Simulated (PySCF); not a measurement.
Compound: C9H9FO2.
Atom-mapped SMILES: `[CH3:1][O:2][c:3]1[cH:4][c:5]([C:6](=[O:7])[F:8])[cH:9][cH:10][c:11]1[CH3:12]`

Probes without a nucleus sit at each ring's centroid and 1 Å off its mean plane on both sides; NICS is minus the shielding there, NICSzz its component along the normal. Level: GIAO PBE0/pcSseg-1 (PySCF, non-relativistic, gas phase) on the GFN2-xTB geometry, one conformer.

Ring bond lengths (Å), with Mayer bond orders in brackets: C3–C4 1.384 (1.39), C4–C5 1.399 (1.34), C5–C9 1.391 (1.38), C9–C10 1.383 (1.42), C10–C11 1.385 (1.47), C11–C3 1.410 (1.29).

**Question.** What do the NICS probes read (ppm)?

**Answer.** 
```
               ring                                              type  NICS(0)  NICS(1), two faces  NICS(1)zz, two faces  rms pucker (Å)  centre to ring atoms, mean (Å)
C3–C4–C5–C9–C10–C11  6-membered carbocycle; formal bonds all aromatic     -9.2       -11.0 / -11.0         -25.5 / -25.5            0.00                            1.39
```

**Question.** What can be read from them?

**Answer.** 
- C3–C4–C5–C9–C10–C11: mean NICS(1)zz -25.5 ppm, shielded. The ring is flat and has no four-coordinate atom; by the NICS criterion it is aromatic.

**Question.** And the bond-length index? HOMA = 1 − mean of α(R − Ropt)² over the ring bonds, with Krygowski's 1993 parameters (CC: Ropt 1.388 Å, α 257.7 Å⁻²).

**Answer.** 
- C3–C4–C5–C9–C10–C11: HOMA 0.97 = 1 − EN − GEO, with mean bond length 1.392 Å, EN = α(Ropt − mean)² = 0.004 and GEO = α × variance = 0.025. The geometric and the magnetic index point the same way.

**Question.** List the ring angles and the Hirshfeld charges of the ring atoms.

**Answer.** 
- C3–C4–C5–C9–C10–C11: C3 119.7° (+0.077 e), C4 120.2° (-0.066 e), C5 120.3° (-0.031 e), C9 119.1° (-0.051 e), C10 121.6° (-0.048 e), C11 119.1° (+0.012 e); sum 720.0° against 720° for a flat convex ring.

**Question.** What are the shieldings of the ring atoms and their hydrogens in the same run (means over atoms taken as equivalent)?

**Answer.** 
```
   atoms                     environment  σ isotropic (ppm)  principal values of the symmetric part, first atom (ppm)
      C3  aromatic carbon bearing oxygen               22.2                                        -57.1, 11.4, 112.3
      C4              aromatic CH carbon               69.7                                        -17.3, 45.2, 181.3
      C5     substituted aromatic carbon               58.8                                        -31.2, 51.3, 156.3
      C9              aromatic CH carbon               56.1                                        -43.8, 34.4, 177.6
     C10              aromatic CH carbon               51.4                                        -50.1, 47.1, 157.3
     C11     substituted aromatic carbon               43.7                                         -38.2, 2.3, 167.2
 H on C4               aromatic hydrogen              24.07                                          18.8, 23.2, 30.2
 H on C9               aromatic hydrogen              23.75                                          19.3, 24.1, 27.8
H on C10               aromatic hydrogen              24.13                                          20.0, 24.2, 28.2
```

Rough CPU time on one thread of a shared machine: about 2.7 min. This is the whole shielding run at PBE0/pcSseg-1, SCF included.

Shape of the structure used: `[CH3:1][O:2][c:3]1[cH:4][c:5]([C:6](=[O:7])[F:8])[cH:9][cH:10][c:11]1[CH3:12]`: C1–O2–C3–C4 0°, C4–C5–C6–O7 0°.
